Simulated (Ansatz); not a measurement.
Input for Ansatz (a program for electronic structure): R-B3LYP/def2-TZVPP on BH3O2Se (SMILES OB(O)[SeH]), a point of a torsion scan.

Ansatz 0.2 input:
```yaml
crystal:
  periodic: [false, false, false]
  atoms:
    - {symbol: O, position_ang: [-0.84836935, -1.08366331, -0.32409968]}
    - {symbol: B, position_ang: [-0.01629818, -0.15690031, 0.17885301]}
    - {symbol: O, position_ang: [-0.21914193, 1.16340991, 0.28723494]}
    - {symbol: Se, position_ang: [1.75942488, -0.77707419, 0.68248480]}
    - {symbol: H, position_ang: [-1.72803044, -0.83593654, -0.60980757]}
    - {symbol: H, position_ang: [-1.04025119, 1.55730431, -0.00740280]}
    - {symbol: H, position_ang: [1.37646433, -2.11983230, 1.01302946]}
basis:
  gaussian:
    orbitals: def2-TZVPP
hamiltonian:
  xc: {name: B3LYP}
scf: {lower_state_search: off}
```

**Question.** What total energy does the run end on?

**Answer.** -2578.9002 hartree.
